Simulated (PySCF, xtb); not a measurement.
BaO, SMILES [Ba]=[O].

xtb with GFN2-xTB at its own geometry gives an orbital gap of 0.88 eV and a dipole moment of 7.24 D.

The structure is a stationary point at r2SCAN-D4/def2-TZVPD. The def2 effective core potentials stand for the cores of Ba; spin–orbit coupling is left out.

### Question
What does PBE/def2-TZVPD (PySCF) give? (Estimate from the structure and the level; the computed values follow.)

### Answer
gap 1.79 eV (levels -3.58 and -1.79 eV), dipole 7.32 D.
